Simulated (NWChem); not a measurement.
System: PbH2, singlet; SMILES [PbH2]

Input file for NWChem:

```
start job
memory heap 200 mb stack 900 mb global 1100 mb
geometry units angstroms noautosym nocenter noautoz
  Pb     0.000000     0.000000     0.068668
  H      1.309095     0.000000    -1.243294
  H     -1.309095     0.000000    -1.243294
end
basis spherical
  * library def2-svpd
end
ecp
  Pb library def2-ecp
end
dft
  xc pbe0
  iterations 150
end
property
  response 1 0.0
end
task dft property
```

Parts of the log:

```
             Northwest Computational Chemistry Package (NWChem) 7.3.0
             --------------------------------------------------------

                             Geometry "geometry" -> ""
                             -------------------------

 Output coordinates in angstroms (scale by  1.889725989 to convert to a.u.)

  No.       Tag          Charge          X              Y              Z
 ---- ---------------- ---------- -------------- -------------- --------------
    1 Pb                  82.0000     0.00000000     0.00000000     0.06866800
    2 H                    1.0000     1.30909500     0.00000000    -1.24329400
    3 H                    1.0000    -1.30909500     0.00000000    -1.24329400

 Effective nuclear repulsion energy (a.u.)      47.0277085355

                                 NWChem DFT Module
                                 -----------------

 Summary of "ao basis" -> "ao basis" (spherical)
 ------------------------------------------------------------------------------
       Tag                 Description            Shells   Functions and Types
 ---------------- ------------------------------  ------  ---------------------
 Pb                        def2-svpd                12       32   5s4p3d
 H                         def2-svpd                 4        8   2s2p

            General Information
            -------------------
          SCF calculation type: DFT
          Wavefunction type:  closed shell.
          No. of atoms     :     3
          No. of electrons :    24
           Alpha electrons :    12
            Beta electrons :    12
          Charge           :     0
          Spin multiplicity:     1
          Use of symmetry is: off; symmetry adaption is: off
          Maximum number of iterations: 150
          AO basis - number of functions:    48
                     number of shells:    20
          Convergence on energy requested:  1.00D-06
          Convergence on density requested:  1.00D-05
          Convergence on gradient requested:  5.00D-04

              XC Information
              --------------
                         PBE0 Method XC Functional
                     Hartree-Fock (Exact) Exchange  0.250
          PerdewBurkeErnzerhof Exchange Functional  0.750
            Perdew 1991 LDA Correlation Functional  1.000 local
           PerdewBurkeErnz. Correlation Functional  1.000 non-local

             Grid Information
             ----------------
          Grid used for XC integration:  medium
          Radial quadrature: Mura-Knowles
          Angular quadrature: Lebedev.
          Tag              B.-S. Rad. Rad. Pts. Rad. Cut. Ang. Pts.
          ---              ---------- --------- --------- ---------
          Pb                  1.80      123           8.0       590
          H                   0.35       45          10.0       434
          Grid pruning is: on
          Number of quadrature shells:   213
          Spatial weights used:  Erf1

      Superposition of Atomic Density Guess
      -------------------------------------

 Sum of atomic energies:        -220.35839548

      Non-variational initial energy
      ------------------------------

 Total energy =    -192.689307
 1-e energy   =    -362.149679
 2-e energy   =     156.695292
 HOMO         =      -0.237349
 LUMO         =      -0.073482

   convergence    iter        energy       DeltaE   RMS-Dens  Diis-err
 ---------------- ----- ----------------- --------- --------- ---------
 d= 0,ls=0.0,diis     1   -194.0010776518 -2.07D+02  1.65D-02  6.38D-02
 d= 0,ls=0.0,diis     2   -194.0114347008 -1.04D-02  4.64D-03  1.86D-02
 d= 0,ls=0.0,diis     3   -194.0152046947 -3.77D-03  1.41D-03  2.14D-03
 d= 0,ls=0.0,diis     4   -194.0155726316 -3.68D-04  1.26D-04  8.91D-06
 d= 0,ls=0.0,diis     5   -194.0155743418 -1.71D-06  2.15D-05  5.26D-07
 d= 0,ls=0.0,diis     6   -194.0155744532 -1.11D-07  2.85D-06  3.57D-09

         Total DFT energy =     -194.015574453245
      One electron energy =     -362.645623455196
           Coulomb energy =      172.591007525226
    Exchange-Corr. energy =      -16.726038139218
 Nuclear repulsion energy =       12.765079615943

 Numeric. integr. density =       23.999988943366

                       DFT Final Molecular Orbital Analysis
                       ------------------------------------

 Vector   10  Occ=2.000000D+00  E=-5.227579D-01
              MO Center=  3.9D-09, -1.6D-09, -2.7D-01, r^2= 1.9D+00
   Bfn.  Coefficient  Atom+Function         Bfn.  Coefficient  Atom+Function
  ----- ------------  ---------------      ----- ------------  ---------------
     3      0.812347  1 Pb s                  1     -0.577015  1 Pb s
     4      0.263794  1 Pb s                 33      0.145653  2 H  s
    41      0.145653  3 H  s                 14     -0.070985  1 Pb pz
     2     -0.069087  1 Pb s                 34      0.044100  2 H  s
    42      0.044100  3 H  s                 22     -0.028318  1 Pb d  2

 Vector   11  Occ=2.000000D+00  E=-2.852209D-01
              MO Center= -8.7D-08,  2.6D-10, -7.8D-01, r^2= 3.0D+00
   Bfn.  Coefficient  Atom+Function         Bfn.  Coefficient  Atom+Function
  ----- ------------  ---------------      ----- ------------  ---------------
    12      0.381693  1 Pb px                33      0.298556  2 H  s
    41     -0.298556  3 H  s                 15      0.200219  1 Pb px
    34      0.194112  2 H  s                 42     -0.194112  3 H  s
    21     -0.164583  1 Pb d  1               9     -0.138175  1 Pb px
     6     -0.135544  1 Pb px                26      0.049571  1 Pb d  1

 Vector   12  Occ=2.000000D+00  E=-2.462491D-01
              MO Center=  9.6D-08, -1.4D-08, -1.8D-01, r^2= 3.4D+00
   Bfn.  Coefficient  Atom+Function         Bfn.  Coefficient  Atom+Function
  ----- ------------  ---------------      ----- ------------  ---------------
    14      0.412582  1 Pb pz                 3      0.380575  1 Pb s
    17      0.278694  1 Pb pz                 1     -0.247962  1 Pb s
    33     -0.240476  2 H  s                 41     -0.240476  3 H  s
     4      0.235720  1 Pb s                 34     -0.174348  2 H  s
    42     -0.174348  3 H  s                 11     -0.149042  1 Pb pz

 Vector   13  Occ=0.000000D+00  E=-1.043686D-01
              MO Center= -2.2D-09,  2.6D-08,  4.5D-02, r^2= 3.6D+00
   Bfn.  Coefficient  Atom+Function         Bfn.  Coefficient  Atom+Function
  ----- ------------  ---------------      ----- ------------  ---------------
    16      0.584629  1 Pb py                13      0.542931  1 Pb py
    10     -0.191678  1 Pb py                 7     -0.186549  1 Pb py

 Vector   14  Occ=0.000000D+00  E= 2.522900D-03
              MO Center= -3.2D-08,  1.8D-08,  3.8D-01, r^2= 9.6D+00
   Bfn.  Coefficient  Atom+Function         Bfn.  Coefficient  Atom+Function
  ----- ------------  ---------------      ----- ------------  ---------------
     5      1.642425  1 Pb s                  4     -1.323413  1 Pb s
    17      0.299345  1 Pb pz                 3     -0.293174  1 Pb s
     1      0.239500  1 Pb s                 14      0.214515  1 Pb pz
    34      0.194256  2 H  s                 42      0.194256  3 H  s
    33      0.087146  2 H  s                 41      0.087146  3 H  s

 Vector   15  Occ=0.000000D+00  E= 1.464460D-02
              MO Center= -4.4D-08,  7.4D-09,  2.7D-01, r^2= 5.9D+00
   Bfn.  Coefficient  Atom+Function         Bfn.  Coefficient  Atom+Function
  ----- ------------  ---------------      ----- ------------  ---------------
    15      0.613865  1 Pb px                31     -0.419569  1 Pb d  1
    12      0.343507  1 Pb px                34     -0.308060  2 H  s
    42      0.308060  3 H  s                 33     -0.188931  2 H  s
    41      0.188931  3 H  s                 21      0.169666  1 Pb d  1
     9     -0.117175  1 Pb px                 6     -0.113099  1 Pb px

     Multipole analysis of the density
     ---------------------------------

     L   x y z        total         alpha         beta         nuclear
     -   - - -        -----         -----         ----         -------
     0   0 0 0     -0.000000    -12.000000    -12.000000     24.000000

     1   1 0 0     -0.000000     -0.000000     -0.000000      0.000000
     1   0 1 0      0.000000      0.000000      0.000000      0.000000
     1   0 0 1      0.578147      1.211158      1.211158     -1.844168

     2   2 0 0    -24.540653    -18.390165    -18.390165     12.239678
     2   1 1 0      0.000000      0.000000      0.000000      0.000000
     2   1 0 1      0.000000      0.000000      0.000000      0.000000
     2   0 2 0    -19.259146     -9.629573     -9.629573      0.000000
     2   0 1 1      0.000000      0.000000      0.000000      0.000000
     2   0 0 2    -25.460389    -18.435499    -18.435499     11.410609

 *** CALLING NEW AORESP DRIVER FOR CLOSED AND OPEN SHELLS ***
 Entering AOResponse driver routine

--------------------------------------------------------------------------------

          -----------------------------------------------
          Solving response equations for perturbing field
          -----------------------------------------------

 number of frequencies:     1
 frequency in a.u.:  0.0000000E+00
 Perturbing field: electric
 Using El. Dipole Length Gauge

 Setting up CPKS with frequency omega =      0.00000000 a.u.

 STATIC response

                                NWChem CPHF Module
                                ------------------

  scftype          =     RHF
  nclosed          =       12
  nopen            =        0
  variables        =      432
  # of vectors     =        3
  tolerance        = 0.10D-03
  level shift      = 0.00D+00
  max iterations   =       50
  max subspace     =       30

 SCF residual:    7.8772021903754290E-006

Iterative solution of linear equations
  No. of variables      432
  No. of equations        3
  Maximum subspace       30
        Iterations       50
       Convergence  1.0D-04

   iter   nsub   residual    time
   ----  ------  --------  ---------
     1      3    3.61D+00       4.1
     2      6    8.45D-01       5.1
     3      9    1.62D-01       6.1
     4     12    2.08D-02       7.1
     5     15    1.67D-03       8.1
     6     18    1.33D-04       9.2
     7     21    1.13D-05      10.2

 Electric Dipole Response Matrix (nonzero elements):

              1        2        3
    1   56.6493  -0.0000  -0.0000
    2   -0.0000  36.3455  -0.0000
    3   -0.0000  -0.0000  59.1936

 ------------------------------------------
 average:        50.72947 + I       0.00000

 DFT Linear Response polarizability / au
 Frequency  =       0.0000000 / au
              X              Y              Z
 -----------------------------------------------
 X      56.6493411     -0.0000002     -0.0000007
 Y      -0.0000002     36.3454666     -0.0000002
 Z      -0.0000007     -0.0000002     59.1935957
 -----------------------------------------------
 Eigenvalues =      56.6493411     36.3454666     59.1935957
 Isotropic   =      50.7294678
 Anisotropic =      21.6882175
 -----------------------------------------------

 Magnetic Dipole Response Matrix (nonzero elements):

 Exiting AOResponse driver routine
```

Level: PBE0/def2-SVPD with def2 effective core potentials on Pb. Low-valent species are run as closed-shell singlets; no triplet was tried in these runs. All runs use the structure optimised with PBE0/def2-SVP. No frequency run checked for a minimum. def2 effective core potentials on Pb; no spin-orbit coupling.
